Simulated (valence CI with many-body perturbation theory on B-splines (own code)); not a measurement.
# E1 line list for F³⁺

Level of theory: valence CI with perturbative core correlation (CI+MBPT): four valence electrons over a frozen Dirac-Fock core [He], radial functions for each j: 11 s, 11 p, 9 d, 7 f, 5 g, 2 h, 1 i, with the one-electron correlation potential Σ1, the two-electron term Σ2, the three-electron term Σ3, Breit, model QED; selected CI, second order for the rest, scaled by the run's own slope (own B-spline code, finite nucleus).

Set against measurement, 35 paired levels are off by 93 cm⁻¹ on average, the worst by 255. These come from a selection out of Moore, Atomic Energy Levels, vol. I, NSRDS-NBS 35 (1971 reprint of NBS Circular 467, 1949), an old analysis. Levels without a partner in it may be off by more. Among the levels kept, up to 350 cm⁻¹ of a level comes from second order outside the variational space, and about a tenth of that is noise between levels of different J, which matters for small intervals.

Lines 151 to 200 of 270 in falling wavelength, among levels below 564363 cm⁻¹, chosen from the strongest by gf and those to the six lowest levels. Wavelengths and rates use the calculated energies, so an error of 90 cm⁻¹ moves a line at 27.56 nm by 0.025 % and its rate by three times that or more. Electric multipoles are in the length gauge, E1 and E2 with the static RPA response of the core. Weak lines are less certain than strong ones. Lines between different terms over intervals too small for the method are left out, as are lines whose strength nearly cancels. Where a level lies close to another of its J and parity, the split of strength between their lines is uncertain.

Names give the largest LS component (configuration and term), which can be under half, so a name can repeat, a term be missing and a line seem to break the LS rules; names also repeat where a configuration has a term twice.

```
λ vac (nm)  λ from measured levels          Upper        Lower   A (s⁻¹)  S (a.u.)
     36.45                               2p⁴ ³P_2  2s2p³ ⁵S°_2  1.01e+05  1.20e-05
     36.39                               2p⁴ ³P_1  2s2p³ ⁵S°_2  4.34e+04  3.10e-06
     29.07                           2s2p²3s ³P_1  2s2p³ ³P°_2  1.81e+09  6.59e-02
     29.04                           2s2p²3s ³P_2  2s2p³ ³P°_1  1.14e+09  6.88e-02
     29.04                           2s2p²3s ³P_2  2s2p³ ³P°_2  3.42e+09  2.06e-01
     27.56                   27.54  2s²2p3s ³P°_1  2s²2p² ¹S_0  5.15e+06  1.60e-04
     27.04                   27.02  2s²2p3s ¹P°_1  2s²2p² ¹S_0  3.45e+09  1.01e-01
     26.94                           2s2p²3s ³P_0  2s2p³ ³D°_1  6.14e+09  5.93e-02
     26.92                           2s2p²3s ³P_1  2s2p³ ³D°_2  4.62e+09  1.34e-01
     26.89                           2s2p²3s ³P_2  2s2p³ ³D°_3  5.10e+09  2.45e-01
     26.46                           2s²2p3p ³D_2  2s2p³ ⁵S°_2  6.75e+02  3.08e-08
     26.43                           2s²2p3p ³D_3  2s2p³ ⁵S°_2  1.79e+03  1.14e-07
     26.13                           2s²2p3p ³S_1  2s2p³ ⁵S°_2  3.66e+04  9.67e-07
     25.89                           2s²2p3p ³P_1  2s2p³ ⁵S°_2  1.81e+03  4.66e-08
     25.88                           2s²2p3p ³P_2  2s2p³ ⁵S°_2  2.40e+03  1.03e-07
     25.56                   25.55  2s²2p3s ³P°_1  2s²2p² ¹D_2  1.73e+07  4.27e-04
     25.53                   25.52  2s²2p3s ³P°_2  2s²2p² ¹D_2  1.15e+06  4.72e-05
     25.11                   25.10  2s²2p3s ¹P°_1  2s²2p² ¹D_2  9.82e+09  2.30e-01
     24.04                   24.04  2s²2p3s ³P°_1  2s²2p² ³P_2  3.85e+09  7.92e-02
     24.03                          2s²2p3s ³P°_0  2s²2p² ³P_1  9.23e+09  6.33e-02
     24.02                   24.01  2s²2p3s ³P°_1  2s²2p² ³P_1  2.30e+09  4.72e-02
     24.01                   24.01  2s²2p3s ³P°_2  2s²2p² ³P_2  6.93e+09  2.37e-01
     24.01                   24.00  2s²2p3s ³P°_1  2s²2p² ³P_0  3.07e+09  6.30e-02
     23.99                   23.99  2s²2p3s ³P°_2  2s²2p² ³P_1  2.31e+09  7.88e-02
     23.65                   23.64  2s²2p3s ¹P°_1  2s²2p² ³P_2  3.52e+06  6.89e-05
     23.62                   23.62  2s²2p3s ¹P°_1  2s²2p² ³P_1  5.65e+06  1.10e-04
     23.61                   23.61  2s²2p3s ¹P°_1  2s²2p² ³P_0  4.35e+06  8.47e-05
     23.36                           2s2p²3s ⁵P_1  2s2p³ ⁵S°_2  7.32e+09  1.38e-01
     23.34                           2s2p²3s ⁵P_2  2s2p³ ⁵S°_2  7.33e+09  2.30e-01
     23.33                           2s2p²3s ⁵P_3  2s2p³ ⁵S°_2  7.34e+09  3.22e-01
     22.54                          2s²2p3d ³D°_1  2s²2p² ¹S_0  2.17e+07  3.68e-04
     22.45                           2s2p²3s ³P_1  2s2p³ ⁵S°_2  8.12e+04  1.36e-06
     22.44                           2s2p²3s ³P_2  2s2p³ ⁵S°_2  1.04e+05  2.90e-06
     22.38                   22.37  2s²2p3d ³P°_1  2s²2p² ¹S_0  1.74e+07  2.88e-04
     22.09                          2s²2p3d ¹P°_1  2s²2p² ¹S_0  3.63e+10  5.78e-01
     21.41                   21.41  2s²2p3d ³F°_2  2s²2p² ¹D_2  1.26e+10  3.05e-01
     21.39                          2s²2p3d ¹D°_2  2s²2p² ¹D_2  1.26e+10  3.05e-01
     21.39                   21.38  2s²2p3d ³F°_3  2s²2p² ¹D_2  2.87e+07  9.70e-04
     21.18                          2s²2p3d ³D°_1  2s²2p² ¹D_2  2.69e+06  3.79e-05
     21.18                   21.17  2s²2p3d ³D°_2  2s²2p² ¹D_2  6.80e+06  1.59e-04
     21.17                   21.16  2s²2p3d ³D°_3  2s²2p² ¹D_2  9.67e+06  3.17e-04
     21.05                   21.05  2s²2p3d ³P°_2  2s²2p² ¹D_2  4.58e+07  1.05e-03
     21.04                   21.04  2s²2p3d ³P°_1  2s²2p² ¹D_2  3.04e+05  4.20e-06
     20.83                          2s²2p3d ¹F°_3  2s²2p² ¹D_2  6.03e+10  1.88e+00
     20.80                          2s2p²3p ³S°_1  2s²2p² ¹S_0  1.23e+05  1.64e-06
     20.78                          2s²2p3d ¹P°_1  2s²2p² ¹D_2  1.13e+09  1.50e-02
     20.34                   20.33  2s²2p3d ³F°_2  2s²2p² ³P_2  3.93e+07  8.15e-04
     20.32                   20.32  2s²2p3d ³F°_2  2s²2p² ³P_1  7.44e+05  1.54e-05
     20.32                          2s²2p3d ¹D°_2  2s²2p² ³P_2  4.58e+02  9.48e-09
     20.32                   20.32  2s²2p3d ³F°_3  2s²2p² ³P_2  1.33e+08  3.85e-03
```
